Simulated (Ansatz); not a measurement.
A geometry relaxed with PBE0-D3(BJ)/def2-TZVP (Ansatz, a first-principles code), charge 0, multiplicity 1:

```xyz
4

Br    -0.3459     2.1322    -0.1003
Al     0.1227    -0.0368     0.0238
F      1.6612    -0.4995     0.3227
Br    -1.4380    -1.5958    -0.2462
```

Write the SMILES of this molecule.

`[F][Al]([Br])[Br]`
